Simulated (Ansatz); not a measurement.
```yaml
crystal:
  periodic: [false, false, false]
  atoms:
    - {symbol: C, position_ang: [-0.499993, -1.066725, 0.650284]}
    - {symbol: N, position_ang: [0.290591, 0.205317, 0.394462]}
    - {symbol: In, position_ang: [0.240456, 0.898185, -0.818692]}
    - {symbol: Cl, position_ang: [-0.745074, 0.687870, -2.691520]}
    - {symbol: Cl, position_ang: [0.988412, 3.546431, -1.037447]}
    - {symbol: H, position_ang: [0.476744, -1.844360, 1.039687]}
    - {symbol: H, position_ang: [-0.644701, -1.870880, -0.246339]}
    - {symbol: H, position_ang: [-1.371324, -1.320920, 1.316034]}
    - {symbol: H, position_ang: [0.436514, 0.483166, 1.118499]}
basis:
  gaussian: {orbitals: STO-3G, nuclear_model: gaussian}
magnetization: {spin_polarized: true, initial_magnetization: 0}
hamiltonian: {xc: {name: HF}}
correlation: {method: mp2, frozen_orbitals: {C: 9}}
scf: {lower_state_search: off}
output: {forces: true}
```

```sh
$ ansatz run in.yaml --threads 4 --pin off --events-out ev --progress --plain --max-ram 10444MiB
```

Output, abridged:

```
Functional definition: HF
Error: "frozen_orbitals" has no count for N
```

Question: Something in this input is off. What?

Answer: Frozen orbitals are typed for one element alone, and the program wants a count for each. The program refused the input.
